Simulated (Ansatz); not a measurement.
Basis-set extrapolation for C₂H₇NSi (`CC[Si]N`) (PBE0-D4/def2-TZVP geometry, frozen core, Ansatz). Multiplicity 1, RHF reference.

```json
{"": "HF", "def2-TZVPP": "-423.251025", "def2-QZVPP": "-423.266479"}
{"": "MP2 correlation", "def2-TZVPP": "-0.674790", "def2-QZVPP": "-0.720141"}
{"": "CCSD(T) correlation", "def2-TZVPP": "-0.748384", "def2-QZVPP": "-0.788156"}
```

Energies in hartree. Use E(X) = E(∞) + A·exp(−7.88·√X) for Hartree–Fock and E(X) = E(∞) + B·X^(−2.97) for correlation, with X = 3 and 4.

What is the CCSD(T) energy at the basis-set limit?

HF limit: -423.266479 + (-0.015454) × 0.13774 = -423.26861. Correlation limit: -0.788156 + (-0.039772) × 0.74074 = -0.81762. Total: -424.08623 hartree, 227.9 kJ/mol below CCSD(T)/def2-TZVPP.
